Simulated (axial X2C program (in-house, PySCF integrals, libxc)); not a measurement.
## Spin–orbit effects down a group: molecules with Tc, PBE0

All values come from calculations with an in-house all-electron X2C program for linear molecules (integrals from PySCF), spin-free (one-electron X2C) or two-component (2c: spin–orbit coupling with atomic mean-field Coulomb and Gaunt terms, which also bring small scalar terms), in Dyall basis sets with cores contracted in-house; open shells are unrestricted.

Basis sets: H dyall-v3z, Li dyall-cv3z, Na dyall-cv3z, Tc dyall-cv3z.

```
molecule  spin-free state  Re (Å)  ωe (cm⁻¹)  De (eV)  2c state  Re 2c (Å)  ωe 2c (cm⁻¹)  De 2c (eV)
     TcH   M_S = 2, Λ = 1   1.646     1865.3     2.49     Ω = 3      1.647        1858.9        2.54
    LiTc   M_S = 2, Λ = 0   2.610      338.6     1.16     Ω = 3      2.565         344.7        1.19
    NaTc   M_S = 2, Λ = 0   2.916      178.8     0.92     Ω = 3      2.877         179.9        0.92
```

Work out the shifts from the spin-free to the two-component result.



```json
{"molecule": "TcH", "2c state": "Ω = 3", "ΔRe (Å)": "0.001", "Δωe (cm⁻¹)": "-6.4", "ΔDe (eV)": "0.05"}
{"molecule": "LiTc", "2c state": "Ω = 3", "ΔRe (Å)": "other state", "Δωe (cm⁻¹)": "other state", "ΔDe (eV)": "n/a"}
{"molecule": "NaTc", "2c state": "Ω = 3", "ΔRe (Å)": "other state", "Δωe (cm⁻¹)": "other state", "ΔDe (eV)": "n/a"}
```

Shifts of one unit in the last digit are rounding.

Each entry is the lowest single determinant of a limited PBE0 search at one distance. De goes to single-determinant-based atoms at the same level (for ions the charge split of lowest energy) and is withheld (n/a) where an atom does not fit its ground term or J level. Main or longest-lived isotopes. One determinant is a doubtful description, or other states lie close, for TcH, LiTc, NaTc; these need not be ground states, and all values refer to the states named. Some open-shell Ω = 0 determinants are out of reach, so the Ω given for TcH, LiTc, NaTc need not be the lowest component. With several unpaired electrons the Ω given is that of one determinant, not necessarily of the lowest component. The functionals have no current term, which raises determinants with orbital currents. The lowest determinant changes configuration between the Hamiltonians for LiTc, NaTc, so two states are compared there.
